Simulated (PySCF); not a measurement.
## Finite-field polarisability of Rb (rubidium, neutral)

[Kr] 5s1, 2S determinant. Computed with PySCF 2.14 in aug-cc-pwCVTZ-X2C (10s9p7d3f, 93 functions), with the spin-free X2C one-electron Hamiltonian (Gaussian nucleus). Frozen: [Ar] 3d10. Energy changes in a uniform field (μhartree):

```json
{"axis": "x", "F (au)": "0.00064", "HF": "-98.701", "MP2": "-57.680", "CCSD": "-69.420", "CCSD(T)": "-66.293"}
{"axis": "x", "F (au)": "0.00128", "HF": "-395.186", "MP2": "-231.721", "CCSD": "-278.122", "CCSD(T)": "-265.651"}
```

Derive α along x at CCSD(T) from the two fields.

With ΔE = −αF²/2 − γF⁴/24, α = −(16 ΔE(F) − ΔE(2F))/(6F²) = 323.5 bohr³.

And the mean polarisability at each level?

HF 481.8, MP2 281.2, CCSD 338.8, CCSD(T) 323.5 bohr³. Reference: 319.8 ± 0.3 bohr³ (recommended; Schwerdtfeger and Nagle, table of static dipole polarizabilities (2023 update)).
